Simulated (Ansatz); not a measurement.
Cartesian coordinates in Å:
```
C -0.203 0.001 -2.880
C -0.018 0.498 -1.658
N -0.155 -0.177 -0.462
Si -0.169 0.543 1.114
C 0.423 -0.708 2.360
H -0.040 0.621 -3.750
H -0.512 -1.026 -3.043
H 0.289 1.535 -1.540
H -0.438 -1.141 -0.564
H -1.524 1.022 1.518
H 0.721 1.732 1.031
H 1.443 -1.030 2.141
H -0.223 -1.590 2.366
H 0.404 -0.281 3.366
```

Charge 0, multiplicity 1.

(1) List the PBE/def2-TZVPP orbital energies in eV (Ansatz 0.2.0). (Estimate.)

Answers

(1) Ansatz gave: Occupied: -1779.67, -380.59, -269.65, -268.71, -268.09, -137.38, -94.14, -94.10, -94.09, -22.50, -17.97, -17.36, -14.48, -13.35, -11.52, -10.95, -10.21, -10.05, -9.03, -8.81, -8.72, -8.03, -7.58, -4.90. Lowest empty: -0.19, 0.01, 0.15, 0.94, 1.42, 1.67, 1.76, 1.89.
